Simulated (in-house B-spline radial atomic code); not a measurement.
Values are calculated unless marked as measured or tabulated.
Making a Troullier-Martins s channel for Zr, r_c = 3.6 bohr

Zr, [Kr] 4d2 5s2, non-relativistic PBE, spherical and spin-unpolarised, from an all-electron radial atomic-structure program (B-spline basis) (atomic units). The all-electron 5s level is ε = -0.157082 hartree, its outermost node lies just inside 1.51 bohr and its outer maximum at 3.21 bohr.

Inside r_c the pseudo-orbital is u(r) = r^1 exp(p(r)), with p = c0 + c2 r² + c4 r⁴ + … + c12 r¹². The seven coefficients follow from p and its first four derivatives at r_c, from zero curvature of the screened potential at the origin, c4 = −c2²/(2l + 5), and from the norm inside r_c. At r_c the all-electron orbital has P = 0.5630942, P' = -0.06971253, the screened potential V = -0.2904167, V' = 0.1596661, V'' = -0.1145403, and the norm inside is Q = 0.4884168.

Task: What are p, p' and p'' at r_c?

Result: p = ln(P/r_c^1) = ln(0.5630942/3.6) = -1.85524. p' = P'/P − 1/r_c = -0.12380 − 0.27778 = -0.40158. The radial equation gives p'' = 2(V − ε) − 2(1) p'/r_c − p'² = -0.26667 − (-0.22310) − 0.16127 = -0.20484. Differentiating, p''' = 2V' + 2(1)p'/r_c² − 2(1)p''/r_c − 2p'p'' = 0.20664, and p'''' = 2V'' − 4(1)p'/r_c³ + 4(1)p''/r_c² − 2(1)p'''/r_c − 2p''² − 2p'p''' = -0.29062.

For a trial c2 the five matching conditions are linear in c0, c6, c8, c10 and c12, and c2 is varied until the norm inside r_c equals Q. The root nearest zero gives:

```csv
n,c_n
0,-2.419775
2,0.2403774
4,-0.01155626
6,-0.002641834
8,0.0003429968
10,-1.587164e-05
12,2.675079e-07
```

Task: Check c4 and p(r_c), and find the screened pseudopotential at the origin.

Result: −c2²/5 = -0.0115563, as listed. The terms c_n r_c^n are -2.41977, 3.11529, -1.94101, -5.75070, 9.67632, -5.80292, 1.26755, which sum to -1.85524. Inverting the radial equation, V_l(r) = ε + 1 p'/r + (p'' + p'²)/2, so V_l(0) = ε + (2l + 3) c2 = -0.157082 + 3 × (0.240377) = 0.5641 hartree, finite where the all-electron potential diverges.

Orbitals and screened potentials:

```json
{"r (bohr)": "0.36", "P": "0.1631", "u": "0.03303", "V all-electron": "-37.83", "V pseudo": "0.5628"}
{"r (bohr)": "0.9", "P": "-0.2641", "u": "0.0964", "V all-electron": "-6.357", "V pseudo": "0.5166"}
{"r (bohr)": "1.44", "P": "-0.04216", "u": "0.1971", "V all-electron": "-2.322", "V pseudo": "0.2994"}
{"r (bohr)": "1.98", "P": "0.3011", "u": "0.3451", "V all-electron": "-1.075", "V pseudo": "-0.1162"}
{"r (bohr)": "2.52", "P": "0.5015", "u": "0.4965", "V all-electron": "-0.5994", "V pseudo": "-0.447"}
{"r (bohr)": "3.06", "P": "0.5732", "u": "0.5723", "V all-electron": "-0.3986", "V pseudo": "-0.425"}
{"r (bohr)": "3.6", "P": "0.5631", "u": "0.5631", "V all-electron": "-0.2904", "V pseudo": "-0.2904"}
```

Logarithmic derivatives P'/P at R = 3.9 bohr, for energies E around ε:

```
E − ε (hartree)  all-electron     pseudo
           -0.5      0.832159   0.826682
          -0.25      0.464362    0.46073
           -0.1       0.13164   0.130378
              0     -0.198442  -0.198449
            0.1     -0.730191  -0.735737
           0.25       -3.1508   -3.44279
            0.5       3.27026    2.53062
```

Task: With P(R) = 0.5362727 and a norm of 0.579383 inside R, what slope in energy does norm conservation fix?

Result: d(P'/P)/dE = −2 × (norm inside R)/P(R)² = -4.0293 per hartree·bohr at E = ε, for both atoms, since orbital and norm agree at R. Differences over ±0.1 hartree give -4.3092 (all-electron) and -4.3306 (pseudo), which also hold third-order terms. Half a hartree below ε the two curves differ by -0.0055.
